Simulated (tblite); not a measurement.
Compound: C6H7SSi (doublet state).
Structure used (GFN2-xTB), in Å, numbered top down from 1:
```
atom  x, y, z in Å
Si1    3.089   -0.223    0.415
S2     1.742    1.452    0.365
C3     0.112    0.791    0.148
C4    -0.940    1.651   -0.011
C5    -2.237    1.289   -0.180
C6    -2.525   -0.078   -0.193
C7    -1.496   -0.987   -0.036
C8    -0.187   -0.572    0.135
H9     2.796   -1.043    1.585
H10    2.943   -0.982   -0.822
H11    4.372    0.448    0.516
H12   -3.022    2.019   -0.302
H13   -3.544   -0.411   -0.324
H14   -1.711   -2.046   -0.045
H15    0.603   -1.299    0.262
```

Structure optimised with GFN2-xTB, isolated species. This method treats the open shell by occupation alone, without spin polarisation.

Masses are those of the commonest isotopes; rigid-rotor values at the optimised geometry. The values belong to one conformer with, in the numbering `[SiH3:1][S:2][c:3]1[c:4][cH:5][cH:6][cH:7][cH:8]1`, Si1–S2–C3–C4 -175°.

What are A, B and C (MHz)?

Ia = 132.63, Ib = 586.54, Ic = 712.85 u·Å²; 505379 MHz·u·Å²/I gives A = 3810, B = 861.6, C = 709.0 MHz.

Classify the top.

A near-prolate asymmetric top. Ray's parameter κ = (2B − A − C)/(A − C) = -0.902; −1 is the prolate and +1 the oblate limit.

What does the inertial defect say?

Not planar: Δ = Ic − Ia − Ib = -6.32 u·Å². For a rigid frame Δ = −2 Σ m c², so Σ m c² = 3.16 u·Å² lies off the ab plane: 2.96 from hydrogen and 0.20 from heavier atoms. The atom farthest from that plane is 1.25 Å away.

For this open shell read J as N, the rotation without spin; fine and hyperfine splittings come on top. Its lowest GFN2-xTB frequency is 17i cm⁻¹, too small to tell a flat minimum from a shallow saddle. No vibrational averaging or centrifugal distortion is included, and the geometry carries the error of its method.

On one thread of an Intel Xeon at 2.50 GHz, no GPU (shared host), this took 2.6 s wall, 1.9 s CPU. That covers the optimisation of the geometry.

These are computed values.
